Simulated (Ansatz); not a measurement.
```yaml
crystal:
  periodic: [false, false, false]
  atoms:
    - {symbol: F, position_ang: [-0.395514, -2.177164, 0.721043]}
    - {symbol: Al, position_ang: [0.738936, -1.194770, 0.031547]}
    - {symbol: F, position_ang: [1.998456, -0.701531, 0.979106]}
    - {symbol: F, position_ang: [1.026586, -1.378725, -1.584324]}
    - {symbol: P, position_ang: [-0.562193, 0.929307, -0.037106]}
    - {symbol: H, position_ang: [-1.021969, 1.456985, 1.183122]}
    - {symbol: H, position_ang: [-1.759536, 0.941634, -0.775352]}
    - {symbol: H, position_ang: [0.067433, 2.067065, -0.573634]}
basis:
  gaussian: {orbitals: "6-31G*"}
total_charge: 1
magnetization: {spin_polarized: true, initial_magnetization: 1}
hamiltonian: {xc: {name: LC-wPBE}}
```

```sh
$ ansatz run in.yaml --threads 4 --pin off --events-out ev --progress --plain --max-ram 10444MiB
```

Shortened log:

```
Functional definition: LC-wPBE
934 factors; their error is unknown
320 factors; integrals over basis functions are off by at most 1.0e-5 eV
mean field evaluation 1: about -24054.9759 eV, gradient 6.3e1 eV
mean field evaluation 2: about -24040.3502 eV, gradient 9.4e1 eV
mean field evaluation 4: about -24068.5405 eV, gradient 1.8e0 eV
mean field evaluation 8: about -24068.6322 eV, gradient 1.9e-1 eV
mean field evaluation 16: about -24068.5983 eV, gradient 1.4e-3 eV
mean field -24068.59832646 eV, -884.5046742157 hartree, gradient 4.1e-5 eV, S^2 0.757800; 4 other end points of the search recorded, 0 dependent functions left out
reference -24068.59832647 eV, -884.5046742160 hartree; 29, 28 occupied and 60, 61 virtual orbitals, 934 factors
Total energy: -24068.59832647 eV, -884.5046742160 hartree
```

It took 2.4 s on 4 threads of an Arm Neoverse V2 on a shared host, with 0.41 GiB of host memory at the peak.
